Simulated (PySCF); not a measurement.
ethenyl(ethynyl)silane (C4H6Si), SMILES C#C[SiH2]C=C. Atoms are numbered in the order given.

```xyz
11

C      2.4575     0.4865     1.2051
C      1.5591     0.2629     0.4151
Si     0.1878    -0.0841    -0.7594
C     -1.3513    -0.5940     0.1655
C     -2.5133     0.0608     0.0643
H      3.2526     0.6857     1.9017
H     -0.1059     1.1457    -1.5532
H      0.6461    -1.1695    -1.6783
H     -1.3013    -1.4737     0.8206
H     -2.6241     0.9485    -0.5690
H     -3.4091    -0.2564     0.6099
```

Geometry optimised at PBE0-D3(BJ)/def2-SVP. Other conformers were not sampled.

The numbers are results of PBE/def2-TZVP run with PySCF, not measurements.

```
Item                                                                                                            Result
---------------------------------------------------------------------------------------------  -----------------------
total energy                                                                                        -445.13940 hartree
highest occupied level                                                                                        -6.88 eV
lowest empty level                                                                                            -1.69 eV
orbital gap                                                                                                    5.19 eV
dipole moment                                                                                                   0.77 D
quadrupole, principal values (traceless, Buckingham form, about the centre of nuclear charge)   -4.74, -2.14, 6.88 D·Å
mean static polarisability                                                                       73.5 bohr³ (10.90 Å³)
polarisability, principal values                                                               56.6, 62.6, 101.4 bohr³
```
